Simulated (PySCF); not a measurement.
Compound: o-cresol, C7H8O.
Numbering: `[CH3:1][c:2]1[cH:3][cH:4][cH:5][cH:6][c:7]1[OH:8]` (hydrogens: H9, H10, H11 on C1; H12 on C3; H13 on C4; H14 on C5; H15 on C6; H16 on O8)

Method: PBE0-D3(BJ)/def2-SVP geometry optimisation, gas phase (PySCF 2.14.0); density fitting, grid level 2; the optimiser is geomeTRIC in internal coordinates, started from a GFN2-xTB structure.

Step 0: E = -9419.1665 eV
```
atom  x, y, z in Å  |  force x, y, z in eV/Å
C1     -1.9410   -0.7055   -0.4790    0.579   0.250   0.155
C2     -0.5237   -0.3068   -0.1714   -0.549  -0.118  -0.109
C3      0.5264   -1.1906   -0.3705    0.122   0.062   0.035
C4      1.8332   -0.8322   -0.0914    0.112  -0.123  -0.030
C5      2.1071    0.4336    0.3968   -0.039  -0.003  -0.004
C6      1.0779    1.3313    0.6032   -0.145   0.065   0.005
C7     -0.2344    0.9689    0.3224   -0.490   0.457   0.118
O8     -1.2080    1.8963    0.5474    0.211  -0.297  -0.088
H9     -2.3750   -0.0587   -1.2440   -0.246   0.211  -0.281
H10    -1.9696   -1.7262   -0.8503   -0.095  -0.366  -0.141
H11    -2.5675   -0.6560    0.4138   -0.312   0.002   0.295
H12     0.3125   -2.1787   -0.7524   -0.113  -0.426  -0.165
H13     2.6333   -1.5385   -0.2542    0.345  -0.307  -0.073
H14     3.1233    0.7238    0.6181    0.443   0.138   0.100
H15     1.2654    2.3234    0.9826    0.069   0.456   0.174
H16    -2.0676    1.5246    0.3174    0.110  -0.001   0.011
```

Q: Estimate the geometry and energy of step 1. (The exact step hangs on the optimiser's Hessian estimate; all steps are aligned on step 0, rigid shifts and turns removed.)

A: E = -9419.2062 eV, largest force 0.101 eV/Å
```
atom  x, y, z in Å  |  force x, y, z in eV/Å
C1     -1.9463   -0.6947   -0.4744   -0.071  -0.043  -0.022
C2     -0.5275   -0.3149   -0.1746    0.047   0.057   0.025
C3      0.5355   -1.1988   -0.3728   -0.044  -0.083  -0.036
C4      1.8502   -0.8376   -0.0920    0.047  -0.041  -0.008
C5      2.1160    0.4383    0.4006    0.072   0.029   0.019
C6      1.0780    1.3396    0.6079    0.005   0.058   0.023
C7     -0.2376    0.9694    0.3226    0.022  -0.043  -0.021
O8     -1.2086    1.8828    0.5387   -0.041   0.026   0.010
H9     -2.3982   -0.0414   -1.2436    0.014  -0.016   0.024
H10    -2.0046   -1.7247   -0.8541   -0.013   0.034   0.011
H11    -2.5884   -0.6457    0.4246    0.020   0.002  -0.027
H12     0.3170   -2.1994   -0.7599    0.012   0.035   0.014
H13     2.6624   -1.5494   -0.2575   -0.019   0.017   0.005
H14     3.1433    0.7381    0.6266   -0.036  -0.007  -0.006
H15     1.2620    2.3454    0.9930   -0.008  -0.029  -0.012
H16    -2.0608    1.5020    0.3033   -0.007   0.005   0.001
```

The energy changes by -0.0398 eV. The first-order estimate −F·Δx gives -0.0829 eV and the mean of the old and new forces, exact on a quadratic surface, -0.0401 eV. The step makes an angle of 56° with the force vector and moves no atom by more than 0.035 Å.

What follows is the cost of the whole optimisation. The run took 77 s wall on Arm Neoverse N1, one thread, shared host, and the process peaked at 0.73 GiB of memory.
